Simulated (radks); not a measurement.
Effect of the nuclear size on neutral mercury, [Hg]. Calculated with a radial shooting solver on a logarithmic mesh with Libxc functionals: Dirac Kohn-Sham, exchange-only LDA, spin-unpolarised, spherical densities, finite nucleus; Fermi nuclear charge, rms radius 5.4648 fm. The rms radius is varied about that value; shifts are against it.

rms radius (fm)	total energy shift (eV)	density at nucleus (e/bohr^3)	1s1/2 shift (meV)	2s1/2 shift (meV)	4p1/2 shift (meV)	5s1/2 shift (meV)	5p1/2 shift (meV)	6s1/2 shift (meV)	6p1/2 (empty) shift (meV)
4.3937	-38.5	2.531e+06	-15400	-2300	-2.12	-26.1	0.712	-1.64	0.488
5.1151	-13.1	2.378e+06	-5250	-783	-0.726	-8.87	0.242	-0.558	0.166
5.4648	0	2.314e+06	0.000	0.000	0.000	0.000	0.000	0.000	0.000
5.9184	17.8	2.24e+06	7120	1060	0.992	12.0	-0.326	0.756	-0.225
6.2517	31.4	2.19e+06	12600	1870	1.76	21.2	-0.574	1.33	-0.397

Slopes of the eigenvalues against <r^2> in GHz/fm^2, as finite differences over the two radii next to the reference (eigenvalue slopes, not the field-shift constants of lines): 1s1/2 338000, 2s1/2 50300, 4p1/2 46.9, 5s1/2 570, 5p1/2 -15.5, 6s1/2 35.9, 6p1/2 (empty) -10.7.
